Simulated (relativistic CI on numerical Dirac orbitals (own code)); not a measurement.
## Spin-allowed bands of a d7 ion in an octahedral site, by hand

Problem. Take Δ = 8600 cm⁻¹ and B = 580 cm⁻¹ for a high-spin d7 ion in an octahedral site. Calculate the three spin-allowed bands.

Working.
1. The terms of highest spin are 4F (energy 0) and 4P (15B = 8700 cm⁻¹). Here the F term splits into A2 at +1.2Δ = 10320, T2 at +0.2Δ = 1720 and T1 at −0.6Δ = -5160 cm⁻¹.
2. The two T1 states mix through the element 0.4Δ: H = [[-5160, 3440], [3440, 8700]], with roots ½(H₁₁ + H₂₂) ∓ ½√[(H₂₂ − H₁₁)² + 4H₁₂²] = ½(3540) ∓ ½(15474) = -5967 and 9507 cm⁻¹.
3. The ground term is 4T1 at -5967 cm⁻¹.
4. Bands: 4T2 7687 cm⁻¹ (1301 nm), 4T1(P) 15474 cm⁻¹ (646 nm), 4A2 16287 cm⁻¹ (614 nm).

Check. Exact diagonalisation of the whole d7 shell with these parameters gives 4T2 7687, 4T1 15474, 4A2 16287 cm⁻¹. The match is exact, since without spin-orbit coupling no other term has this spin. The ratio of the second band to the first, 2.013, depends on Δ/B = 14.8 alone, which is how a Tanabe-Sugano diagram is read.
